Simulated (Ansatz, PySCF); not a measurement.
GeOCl2, SMILES [Ge]([Cl])([Cl])=[O]. Atoms are numbered in the order given.

```xyz
4

Ge     0.0076    -0.4051     0.0000
O      0.0154    -2.0281     0.0000
Cl     0.0015     0.8624     1.7008
Cl     0.0015     0.8624    -1.7008
```

The structure is a stationary point at PBE0-D3(BJ)/def2-SVP.

Two levels are set side by side: PBE-D3(BJ)/def2-SVP (Ansatz, a program for electronic structure) and PBE0-D3(BJ)/def2-SVP (Ansatz). Each level has its own optimised geometry; the coordinates shown are those of the second. Frequencies come from the Hessian of PySCF at each geometry. Differences are taken from unrounded values.

```json
[
 {"quantity": "mean bond length (Å)", "PBE0-D3(BJ)": "1.955"},
 {"quantity": "bond Ge1–O2 (Å)", "PBE0-D3(BJ)": "1.623"},
 {"quantity": "bond Ge1–Cl3 (Å)", "PBE0-D3(BJ)": "2.121"},
 {"quantity": "bond Ge1–Cl4 (Å)", "PBE0-D3(BJ)": "2.121"},
 {"quantity": "highest harmonic wavenumber (cm⁻¹)", "PBE0-D3(BJ)": "1013"},
 {"quantity": "mean harmonic wavenumber (cm⁻¹)", "PBE0-D3(BJ)": "409"},
 {"quantity": "zero-point energy (kcal/mol)", "PBE0-D3(BJ)": "3.51"}
]
```

Q: What does PBE-D3(BJ) give, and how far is it from PBE0-D3(BJ)? (An estimate is asked for; the answer gives what the named calculation found.)

A: 
| quantity | PBE-D3(BJ) | PBE-D3(BJ) minus PBE0-D3(BJ) |
|---|---|---|
| mean bond length (Å) | 1.980 | 0.025 |
| bond Ge1–O2 (Å) | 1.645 | 0.022 |
| bond Ge1–Cl3 (Å) | 2.148 | 0.027 |
| bond Ge1–Cl4 (Å) | 2.148 | 0.027 |
| highest harmonic wavenumber (cm⁻¹) | 955 | -57 |
| mean harmonic wavenumber (cm⁻¹) | 384 | -25 |
| zero-point energy (kcal/mol) | 3.30 | -0.21 |

Exact exchange shortens and stiffens bonds; PBE has none. Differences between two approximate levels are no errors against the true value.
